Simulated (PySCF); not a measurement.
C₄H₇O, SMILES C[CH]C(C)=O, multiplicity 2.

Geometry: B3LYP-D3(BJ)/def2-SVP. The isomer is the one that the SMILES or the coordinates give; other isomers of the formula were not compared. One conformer was computed; it need not be the lowest.

Two levels are set side by side: PBE/def2-TZVP (PySCF) and ωB97X/def2-TZVP (PySCF). Same geometry, gas phase. Differences are taken from unrounded values.

| quantity | PBE |
|---|---|
| α-spin orbital gap (eV) | 4.96 |
| β-spin orbital gap (eV) | 1.45 |
| dipole moment (D) | 2.95 |
| mean polarisability (bohr³) | 54.7 |

Question: These are the PBE values. What does ωB97X give? (An estimate is asked for; the answer gives what the named calculation found.)

Answer: 
| quantity | ωB97X | PBE minus ωB97X |
|---|---|---|
| α-spin orbital gap (eV) | 11.90 | -6.94 |
| β-spin orbital gap (eV) | 8.89 | -7.44 |
| dipole moment (D) | 3.13 | -0.18 |
| mean polarisability (bohr³) | 51.7 | 3.0 |

PBE's more diffuse valence density responds more strongly to a field. Differences between two approximate levels are no errors against the true value.

Rough cost on one machine, each run with all the roots and properties that it gave: ωB97X against PBE within a factor of 2.
